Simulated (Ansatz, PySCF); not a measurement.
Al(Me)(OH) (CH4AlO), SMILES [Al]([CH3])[OH], multiplicity 2. Atoms are numbered in the order given.

```xyz
7

Al     0.4726     0.1374     0.0000
C     -0.2338    -1.6963     0.0000
H     -0.8633    -1.8369     0.8844
H     -0.8633    -1.8369    -0.8844
H      0.5474    -2.4576     0.0000
O     -0.7132     1.3650     0.0000
H     -0.5043     2.2978     0.0000
```
Charge 0, spin multiplicity 2.

The structure is a stationary point at PBE0-D3(BJ)/def2-TZVP. The spin state was assumed, not searched. The isomer is the one that the SMILES or the coordinates give; other isomers of the formula were not compared. One conformer was computed; it need not be the lowest.

Two levels are set side by side: PBE-D3(BJ)/def2-TZVP (Ansatz, a quantum-chemistry and plane-wave program) and PBE0-D3(BJ)/def2-TZVP (Ansatz). Each level has its own optimised geometry; the coordinates shown are those of the second. Frequencies come from the Hessian of PySCF at each geometry. Differences are taken from unrounded values.

```json
[
 {"quantity": "mean bond length (Å)", "PBE0-D3(BJ)": "1.318", "PBE-D3(BJ)": "1.329", "PBE-D3(BJ) minus PBE0-D3(BJ)": "0.011"},
 {"quantity": "bond Al1–C2 (Å)", "PBE0-D3(BJ)": "1.965", "PBE-D3(BJ)": "1.980", "PBE-D3(BJ) minus PBE0-D3(BJ)": "0.015"},
 {"quantity": "bond Al1–O6 (Å)", "PBE0-D3(BJ)": "1.707", "PBE-D3(BJ)": "1.727", "PBE-D3(BJ) minus PBE0-D3(BJ)": "0.021"},
 {"quantity": "bond C2–H3 (Å)", "PBE0-D3(BJ)": "1.095", "PBE-D3(BJ)": "1.101", "PBE-D3(BJ) minus PBE0-D3(BJ)": "0.007"},
 {"quantity": "bond C2–H4 (Å)", "PBE0-D3(BJ)": "1.095", "PBE-D3(BJ)": "1.101", "PBE-D3(BJ) minus PBE0-D3(BJ)": "0.007"},
 {"quantity": "bond C2–H5 (Å)", "PBE0-D3(BJ)": "1.091", "PBE-D3(BJ)": "1.097", "PBE-D3(BJ) minus PBE0-D3(BJ)": "0.007"},
 {"quantity": "bond O6–H7 (Å)", "PBE0-D3(BJ)": "0.956", "PBE-D3(BJ)": "0.968", "PBE-D3(BJ) minus PBE0-D3(BJ)": "0.012"},
 {"quantity": "highest harmonic wavenumber (cm⁻¹)", "PBE0-D3(BJ)": "3957", "PBE-D3(BJ)": "3790", "PBE-D3(BJ) minus PBE0-D3(BJ)": "-167"},
 {"quantity": "mean harmonic wavenumber (cm⁻¹)", "PBE0-D3(BJ)": "1412", "PBE-D3(BJ)": "1368", "PBE-D3(BJ) minus PBE0-D3(BJ)": "-44"},
 {"quantity": "zero-point energy (kcal/mol)", "PBE0-D3(BJ)": "30.28", "PBE-D3(BJ)": "29.34", "PBE-D3(BJ) minus PBE0-D3(BJ)": "-0.93"}
]
```

Exact exchange shortens and stiffens bonds; PBE has none. Differences between two approximate levels are no errors against the true value.
